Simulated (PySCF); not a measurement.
## Spinor energies of Co¹⁷⁺ (cobalt, charge +17)

Start: [Ne]. Calculated with PySCF 2.14 in an uncontracted even-tempered set (18 s from 0.84 bohr⁻², ratio 2.6; 12 p from 1.1 bohr⁻², ratio 2.6; 6 d from 1.1 bohr⁻², ratio 2.8; 3 f from 35 bohr⁻², ratio 2.8): generalised Hartree-Fock with the X2C-1e Hamiltonian and a Gaussian nucleus; spin-orbit coupling (SO) screened by Boettger's factors.

```
spinor shell  electrons  ε, screened SO (eV)  weight of nominal j (screened SO)  rms radius, screened SO (bohr)
       1s1/2          2              -8390.1                              1.000                          0.0648
       2s1/2          2              -1541.5                              1.000                           0.271
       2p1/2          2              -1415.2                              1.000                           0.241
```

Where does 2p3/2 lie, and what is the 2p spin-orbit splitting (screened SO)?

At -1399.5 eV, 15.719 eV above 2p1/2.

```
   quantity  screened SO
E (hartree)  -1246.96269
        M_J            0
       ⟨J²⟩        0.000
       ⟨L²⟩        0.000
       ⟨S²⟩        0.000
```
